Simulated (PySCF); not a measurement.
## Static response to an electric field

Species: C3H8N2O2Si.
Cartesian coordinates in Å at the GFN2-xTB level; atoms count from 1:
```
atom  x, y, z in Å
C1    -1.727   -1.990    0.442
O2    -1.731   -0.662   -0.004
Si3   -0.496    0.228   -0.550
N4    -0.967    1.870   -0.764
O5     0.629    0.160    0.636
C6     1.850    0.838    0.644
C7     2.877    0.090   -0.055
N8     3.666   -0.524   -0.607
H9    -0.919   -2.157    1.156
H10   -1.602   -2.673   -0.401
H11   -2.686   -2.182    0.924
H12    0.042   -0.231   -1.825
H13   -1.265    2.378    0.055
H14   -1.597    2.074   -1.521
H15    1.757    1.823    0.168
H16    2.161    0.967    1.689
```

Level: PBE0/def2-SVPD (PySCF), static field, nuclei fixed, core orbitals frozen in the response. The polarisability tensor in these axes (au):

```
x   86.55 -1.05 -3.10
y   -1.05 78.50  0.33
z   -3.10  0.33 68.62
```

Q: Give the principal values, the mean and the anisotropy Δα = √{½[(α1 − α2)² + (α2 − α3)² + (α1 − α3)²]}.

A: Principal values 68.09, 78.36 and 87.20 au; mean 77.89 au = 11.54 Å³ = 12.84 × 10⁻⁴⁰ C²·m²/J; Δα = 16.56 au (21 % of the mean).

Q: What is the dipole moment, and where does it point?

A: (-2.95, 1.86, 1.44) D, 3.77 D in size, pointing from the negative to the positive side. Measured along this direction, the outermost atoms are N8 at the negative end and H13 at the positive end.

Q: What are the principal values of the traceless quadrupole moment, Θ = ½Σq(3rr − r²1), about the centre of nuclear charge?

A: -19.70, 6.64, 13.06 D·Å. The values depend on the origin, since the dipole doesn't vanish. The electronic extent ⟨r²⟩ about the same centre is 1395 bohr², a root-mean-square distance of 2.36 Å for the 70 electrons.

Q: What depolarisation ratio follows for Rayleigh scattering of linearly polarised light, taking the static tensor?

A: ρ = 3Δα²/(45ᾱ² + 4Δα²) = 823.1/(272983 + 1097.5) = 0.003.

Q: Find the Langevin capture rate constant for NO+ (29.998 u) meeting this molecule (132.036 u), k = 2.342 × 10⁻⁹ cm³/s × √(α in Å³ / reduced mass in u).

A: The reduced mass is 24.44 u, so k = 1.61 × 10⁻⁹ cm³/s. The formula leaves out the permanent dipole, which adds to the capture rate.

Geometry: GFN2-xTB, one conformer, isolated molecule.
